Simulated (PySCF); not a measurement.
Species: C₄H₁₄N₂OSi₂.
Atom-mapped SMILES: `[CH3:1][C@@H:2]1[CH2:3][NH:4][Si@:5]([OH:6])([CH2:7][SiH3:8])[NH:9]1`

Structure used (GFN2-xTB), in Å, numbered top down from 1:
```
atom  x, y, z in Å
C1    -3.0794   -0.0483   -0.8775
C2    -1.9342   -0.6438   -0.0657
C3    -1.5242    0.2639    1.0990
N4    -0.1578   -0.0773    1.4310
Si5    0.7137   -0.5427    0.0116
O6     1.6828   -1.8242    0.3168
C7     1.8751    0.6856   -0.8382
Si8    3.4409    1.0215    0.1676
N9    -0.7420   -0.8020   -0.8680
H10   -3.3763   -0.7311   -1.6704
H11   -3.9384    0.1377   -0.2374
H12   -2.7629    0.8890   -1.3282
H13   -2.2557   -1.6171    0.3426
H14   -1.6173    1.3130    0.7860
H15   -2.1754    0.1044    1.9641
H16    0.2391    0.5323    2.1270
H17    1.3653   -2.5338    0.8709
H18    1.3510    1.6187   -1.0363
H19    2.1618    0.2818   -1.8064
H20    3.0955    1.5687    1.4863
H21    4.2511    2.0261   -0.5372
H22    4.2340   -0.1927    0.3384
H23   -0.8513   -1.4027   -1.6658
```

NICS = −σ at a ghost point: NICS(0) at the centroid of the ring atoms, NICS(1) 1 Å to either side along the normal of their mean plane, zz for the tensor component along that normal. Level: GIAO PBE0/pcSseg-1 (PySCF, non-relativistic, gas phase) on the GFN2-xTB geometry, one conformer.

Ring bond lengths (Å), with Mayer bond orders in brackets: C2–C3 1.533 (1.01), C3–N4 1.447 (0.98), N4–Si5 1.729 (0.95), Si5–N9 1.720 (0.96), N9–C2 1.446 (0.95).

Task: Give the NICS values of each ring in ppm.

Result: 
```csv
ring,type,NICS(0),"NICS(1), two faces","NICS(1)zz, two faces",rms pucker (Å),"centre to ring atoms, mean (Å)"
C2–C3–N4–Si5–N9,5-membered ring with 2 N and Si; formal bonds all single,-7.3,-3.2 / -2.5,-1.2 / -1.6,0.14,1.32
```

Task: What can be read from them?

Result: 
- C2–C3–N4–Si5–N9: mean NICS(1)zz -1.4 ppm, near zero. C2, C3, Si5 have four or more neighbours, and the NICS criterion for π rings isn't applied.

Task: What are the shieldings of the ring atoms and their hydrogens in the same run (means over atoms taken as equivalent)?

Result: 
```csv
atoms,environment,σ isotropic (ppm)
C2,sp3 carbon bound to nitrogen,134.5
C3,sp3 carbon bound to nitrogen,132.8
N4,silicon-bound nitrogen,225.9
Si5,oxygen-bound silicon,366.6
N9,silicon-bound nitrogen,204.3
H13,methine hydrogen,28.02
H14,methylene hydrogen,29.05
H15,methylene hydrogen,28.43
H16,N–H hydrogen,31.17
H23,N–H hydrogen,31.22
```

The run took 2.0 min wall (with the writing of density and orbital grids) on one thread, Arm Neoverse N1 (aarch64), on a shared host, and the process peaked at 1.1 GiB of memory. This is the whole shielding run at PBE0/pcSseg-1, SCF included.
